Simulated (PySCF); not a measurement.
Delta-SCF ions had no search for a lower state. Excitations are Tamm–Dancoff values on a coarser integration grid. The basis has no diffuse functions, so Rydberg states are missing or too high.

H₄OSeSi, SMILES `O[SiH2][SeH]` (H–O–Si–Se torsion 47°, O–Si–Se–H torsion -98°) (charge 0, multiplicity 1)

Method: PBE-D3(BJ)/def2-TZVP // PBE0-D4/def2-TZVP in PySCF.

```yaml
HOMO: -6.12 eV
dipole_moment: 1.50 D
HOMO–LUMO gap: 5.12 eV
LUMO: -1.00 eV
S1 excitation (TDA): 5.31 eV
S1 oscillator strength: 0.006
T1 excitation (TDA): 4.85 eV
S1–T1 gap (TDA): 0.47 eV
vertical ionisation energy (Delta-SCF): 9.41 eV
total_energy: -2768.1964 Ha
cost: roughly 90 core-seconds
```

```xyz
7

O     -1.4757    -0.6379    -0.2885
Si    -0.3051     0.4815    -0.0225
Se     1.7479    -0.1506    -0.7927
H     -1.2769    -1.5500    -0.0703
H     -0.1418     0.7799     1.4222
H     -0.7277     1.6735    -0.7857
H      2.1794    -0.5965     0.5374
```
